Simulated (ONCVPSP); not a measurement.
Which change was made? (I, ONCV)

iodine (I), optimised norm-conserving Vanderbilt (ONCV), made with ONCVPSP 4.0.1 (LDA (Perdew-Wang 92), scalar-relativistic). Core [Ar] 3d10, reference 4s2 4p6 4d10 5s2 5p5. Waves: 4s+5s: rc 1.10 bohr, ncon 4, nbas 8, qcut 8.4 1/bohr, 2 projectors; 4p+5p: rc 1.55 bohr, ncon 4, nbas 7, qcut 7.1 1/bohr, 2 projectors; 4d: rc 1.10 bohr, ncon 4, nbas 9, qcut 16.8 1/bohr, 1 projector. Local part: polynomial inside 0.95 bohr (lpopt 5, dvloc0 3 Ha). Core correction: Teter function, fcfact 3, rcfact 1.4.

Cutoffs, loose and tight: the cutoffs (Ha) at which the residual kinetic energy of the hardest occupied pseudo-wave falls to 1 and 0.1 mHa per electron. They do not see the model core or the augmentation charge, which bear on the density cutoff. Test errors are all-electron minus pseudo excitation energies from the reference, over the configurations 4s2 4p6 4d10 5s2 5p4; 4s2 4p6 4d10 5s2 5p3; 4s2 4p6 4d10 5s2 5p2; 4s2 4p5 4d10 5s2 5p5; variants that change the core or the reference have their own tests.

The base gives: outcome: generated; cutoff, loose: 64 Ha; cutoff, tight: 141 Ha; bound ghosts: none; GHOST(+) flags above zero: s; largest test error (meV): -33.

After one change the result is: outcome: generated; cutoff, loose: 146 Ha; cutoff, tight: 182 Ha; bound ghosts: none; GHOST(+) flags above zero: s; largest test error (meV): -35. Which change was it?
A. s: rc 1.62
B. s: rc 1
C. s: rc 0.76; local potential polynomial inside 0.76 bohr (lpopt 5, dvloc0 3 Ha)
D. s: rc 0.86; local potential polynomial inside 0.86 bohr (lpopt 5, dvloc0 3 Ha)

B. The others give: s: rc 1.62 → outcome: generated; cutoff, loose: 64 Ha; cutoff, tight: 79 Ha; bound ghosts: none; GHOST(+) flags above zero: none; largest test error (meV): -24 | s: rc 0.76; local potential polynomial inside 0.76 bohr (lpopt 5, dvloc0 3 Ha) → outcome: generated; cutoff, loose: 277 Ha; cutoff, tight: 395 Ha; bound ghosts: none; GHOST(+) flags above zero: s, p; largest test error (meV): -37 | s: rc 0.86; local potential polynomial inside 0.86 bohr (lpopt 5, dvloc0 3 Ha) → outcome: generated; cutoff, loose: 221 Ha; cutoff, tight: 258 Ha; bound ghosts: none; GHOST(+) flags above zero: s, p; largest test error (meV): -39.
